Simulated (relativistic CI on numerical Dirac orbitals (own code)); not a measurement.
How well does a small relativistic CI reproduce K3+?

Method of calculation: Dirac-Coulomb-Breit CI, KLI orbitals optimised for each configuration, model QED (radiative potential, 1s self-energy scaled to tabulated hydrogen-like ionisation energies), valence Slater integrals scaled by 0.85, P86 correlation estimate, and configurations built on the next ion tied to the tabulated ionisation energy (semi-empirical) (own radial code, finite nucleus).

Configurations in the expansion (outside the closed core [Ne]): 3s²3p⁴, 3s²3p³3d, 3s²3p³4s, 3s²3p³4p, 3s²3p³4d, 3s²3p³5s, 3s²3p³4f, 3s3p⁵, 3p⁶, 3s²3p²3d², 3s3p⁴3d, 3p⁴3d², 3s²3p³5p, 3s²3p³5d, 3p⁵3d, 3s²3p³5f, 3s²3p³5g, 3s3p³3d², 3s3p⁴4s, 3s3p⁴4p, 3s²3p²3d4s, 3s3p⁴4d, 3s3p⁴5s, 3s3p⁴4f. Levels of other configurations are missing.

```tsv
Configuration	Term (tabulated)	J	Measured (cm⁻¹)	Computed	Error	Purity (%)
3s²3p⁴	3P	2	0.0	0	0	96
3s²3p⁴	3P	1	1671.7	1657	-14	97
3s²3p⁴	3P	0	2321.2	2293	-28	96
3s²3p⁴	1D	2	16384.0	16022	-362	96
3s²3p⁴	1S	0	38546.3	36218	-2328	95
3s3p⁵	3P°	2	134181.8	137689	3507	74
3s3p⁵	3P°	1	135658.3	139141	3483	74
3s3p⁵	3P°	0	136453.0	139926	3473	74
3s²3p³3d	3D° †	3	189952.0	183424	-6528	97
3s²3p³3d	3D° †	2	191203.0	183427	-7776	97
3s²3p³3d	3D°	1	191400.0	183614	-7786	97
3s²3p³3d	1D°	2	216387.0	210026	-6361	97
3s²3p³3d	3P° †	2	225445.0	220921	-4524	97
3s²3p³3d	3P° †	1	226082.0	219618	-6464	97
3s²3p³3d	3P° †	0	227650.0	219056	-8594	97
3s²3p³3d	1F°	3	242475.0	235059	-7416	96
3s²3p³3d	3S°	1	249867.0	246535	-3332	95
3s²3p³3d	3P°	2	256032.0	248815	-7217	73
3s²3p³3d	3P°	1	257122.0	250049	-7073	71
3s²3p³3d	3P°	0	257809.0	250750	-7059	73
3s²3p³3d	1D°	2	273398.0	265986	-7412	94
3s²3p³4s	3D°	1	277792.0	280502	2710	98
3s²3p³4s	3D°	2	277850.0	280561	2711	98
3s²3p³4s	3D°	3	277986.0	280702	2716	99
3s²3p³3d	1F°	3	279627.0	271562	-8065	93
3s²3p³4s	1D°	2	282371.0	285175	2804	97
3s²3p³4s	3P°	0	293382.0	296987	3605	99
3s²3p³4s	3P°	1	293471.0	297099	3628	98
3s²3p³4s	3P°	2	293720.0	297355	3635	97
3s²3p³4s	1P°	1	298132.0	301716	3584	97
3s²3p³5s	3S°	1	367888.0	369442	1554	95
```

Measured levels from Sansonetti, J. Phys. Chem. Ref. Data 37, 7 (2008); pairs were made by configuration, J and term (by order where the table uses no LS term), so strongly mixed levels may be paired wrongly.

Mean error by configuration (cm⁻¹): 3s²3p⁴ -683; 3s3p⁵ 3488; 3s²3p³3d -6858; 3s²3p³4s 3174; 3s²3p³5s 1554. Over the excited levels the mean absolute error is 4074 cm⁻¹ (30 of the 36 excited levels that our extract of the source holds in range could be paired, and the others can miss by more), and the median relative error of those above 1,000 cm⁻¹ is 2.2 %. † marks terms whose computed intervals miss the measured ones by more than a factor of 2.5, or configurations far off the rest, from wrong mixing, a near crossing or a doubtful label or measurement; they are left out of the means.
